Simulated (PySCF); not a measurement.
# Correlation energy of N³⁺ (nitrogen, charge +3)

[He] 2s2, closed-shell 1S. All numbers are calculated (PySCF 2.14, the non-relativistic Hamiltonian (point nucleus), in def2-TZVPPD (6s3p3d1f, 37 functions)). Frozen: 1s2; 2 electrons correlated.

With two correlated electrons CCSD is exact within the correlated space (frozen core and kept virtual orbitals).

```json
{"level": "CCSD", "correlation energy (mhartree)": "-85.47"}
```

Diagnostics: T1 = 0.0067, D1 = 0.0095, largest double amplitude 0.155.

A double-excitation amplitude exceeds 0.15, a sign of near-degeneracy.

Cost of the coupled-cluster step: of the order of 0.17 core-seconds, for 2 correlated electrons.

Iterations:

```
CC2 = 0
CCSD nocc = 1, nmo = 36
frozen orbitals [0]
max_cycle = 100
direct = 0
conv_tol = 1e-08
conv_tol_normt = 1e-06
diis_space = 8
diis_start_cycle = 0
Init t2, MP2 energy = -51.1297708419321  E_corr(MP2) -0.0493109916211572
Init E_corr(CCSD) = -0.049310991621173
cycle = 1  E_corr(CCSD) = -0.0673244449830394  dE = -0.0180134534  norm(t1,t2) = 0.0647268
cycle = 2  E_corr(CCSD) = -0.0761990000492091  dE = -0.00887455507  norm(t1,t2) = 0.0336223
cycle = 3  E_corr(CCSD) = -0.0856059581817855  dE = -0.00940695813  norm(t1,t2) = 0.017418
cycle = 4  E_corr(CCSD) = -0.0854302797581734  dE = 0.000175678424  norm(t1,t2) = 0.000247003
cycle = 5  E_corr(CCSD) = -0.0854836058988532  dE = -5.33261407e-05  norm(t1,t2) = 7.82609e-05
cycle = 6  E_corr(CCSD) = -0.0854727572644366  dE = 1.08486344e-05  norm(t1,t2) = 2.23918e-05
cycle = 7  E_corr(CCSD) = -0.0854712516216734  dE = 1.50564276e-06  norm(t1,t2) = 2.57835e-06
cycle = 8  E_corr(CCSD) = -0.085471301030187  dE = -4.94085136e-08  norm(t1,t2) = 1.85067e-07
cycle = 9  E_corr(CCSD) = -0.0854713166337484  dE = -1.56035614e-08  norm(t1,t2) = 9.15139e-08
cycle = 10  E_corr(CCSD) = -0.0854713521085695  dE = -3.54748211e-08  norm(t1,t2) = 6.20306e-08
cycle = 11  E_corr(CCSD) = -0.0854713500128177  dE = 2.09575181e-09  norm(t1,t2) = 7.65906e-09
CCSD converged
E(CCSD) = -51.16593120032376  E_corr = -0.08547135001281773
```
